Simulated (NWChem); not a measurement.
System: SbF3 cation, doublet; SMILES of the neutral closed-shell parent [F][Sb]([F])[F]

The following NWChem deck was run.

```
start job
memory heap 200 mb stack 700 mb global 900 mb
charge 1
geometry units angstroms
  Sb    -0.221645    -0.013254     0.453050
  F      0.025587    -1.462342    -0.969367
  F     -1.321106     1.051533    -0.632505
  F      1.345899     0.009906    -0.861335
end
basis spherical
  * library 3-21g
end
dft
  odft
  mult 2
  xc hfexch
  iterations 150
end
driver
  maxiter 120
end
task dft optimize
task dft freq
```

The spin multiplicity was typed, not searched, and may not be the lowest. No stability test was run on the SCF state.

The level has its own optimisation; frequencies are unscaled.

Task: Predict the main results of this run. (UHF/3-21G, non-relativistic.) Quantities: r F–Sb (Å); highest harmonic frequency (cm⁻¹); lowest (cm⁻¹); zero-point energy (kcal/mol).

Result: 
| Quantity | Result |
|---|---|
| r F–Sb (Å) | 1.840 |
| highest harmonic frequency (cm⁻¹) | 798 |
| lowest (cm⁻¹) | 198 |
| zero-point energy (kcal/mol) | 4.3 |
